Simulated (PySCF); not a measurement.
Al(H)2(nPr) (C3H9Al), SMILES [AlH2][CH2]CC.

Geometry: B3LYP-D3(BJ)/def2-SVP. The structure was generated by enumeration; whether it is a known compound was not checked. One conformer was computed; it need not be the lowest.

Two levels are set side by side: TDDFT-PBE/def2-SVPD (PySCF) and TDDFT-ωB97X/def2-SVPD (PySCF). Vertical, same geometry. The lowest singlet is HOMO→LUMO 100 % with PBE and HOMO→LUMO 96 % with the other functional; states are paired by order. Differences are taken from unrounded values.

```
quantity                               TDDFT-ωB97X
-------------------------------------  -----------
lowest singlet excitation (eV)                5.19
lowest triplet excitation (TDA) (eV)          4.94
first bright state (f over 0.05) (eV)         7.34
its oscillator strength                       0.10
```

Question: What does TDDFT-PBE give, and how far is it from TDDFT-ωB97X? (Estimate from the structure and the level; the computed values follow.)

Answer: 
```json
[
 {"quantity": "lowest singlet excitation (eV)", "TDDFT-PBE": "4.33", "TDDFT-PBE minus TDDFT-ωB97X": "-0.86"},
 {"quantity": "lowest triplet excitation (TDA) (eV)", "TDDFT-PBE": "4.05", "TDDFT-PBE minus TDDFT-ωB97X": "-0.89"},
 {"quantity": "first bright state (f over 0.05) (eV)", "TDDFT-PBE": "6.93", "TDDFT-PBE minus TDDFT-ωB97X": "-0.41"},
 {"quantity": "its oscillator strength", "TDDFT-PBE": "0.06", "TDDFT-PBE minus TDDFT-ωB97X": "-0.04"}
]
```

Functionals without exact exchange tend to place singlet excitations lower, as here. Differences between two approximate levels are no errors against the true value.

Rough cost on one machine, each run with all the roots and properties that it gave: TDDFT-ωB97X against TDDFT-PBE about 6 times.
